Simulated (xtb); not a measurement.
C₃H₃F₄, SMILES FC(F)C[C](F)F (connectivity only; charge and spin as stated), charge +1, multiplicity 1. All values are semi-empirical tight-binding results from xtb (GFN2-xTB unless named), good for trends rather than for accurate numbers. Geometry optimised at GFN2-xTB. The multiplicity is an assumed one; no other spin state was optimised. The isomer is the one that the SMILES or the coordinates give; other isomers of the formula were not compared. The values are those of a single conformer.

Computed properties:
orbital gap: 2.30 eV
zero-point energy: 36.4 kcal/mol
G − E(el) at 298.15 K (modified RRHO): 16.1 kcal/mol
static polarisability (D4 model): 40.3 bohr³
solvation energy, GFN2-xTB/ALPB(water): -63.5 kcal/mol
solvation energy, GFN2-xTB/ALPB(methanol): -60.6 kcal/mol

Computed IR lines (harmonic; lines under 4 % of the strongest left out, lines within 3 cm⁻¹ merged):
ν (cm⁻¹): 515 (w), 620 (w), 787 (m), 910 (w), 1043 (m), 1128 (s), 1132 (m), 1163 (w), 1191 (m), 1244 (w), 1329 (w), 1400 (s), 1473 (vs), 2889 (w), 2948 (w) (against the strongest line: vs over 80 %, s over 45 %, m over 15 %, w over 4 %, vw less)
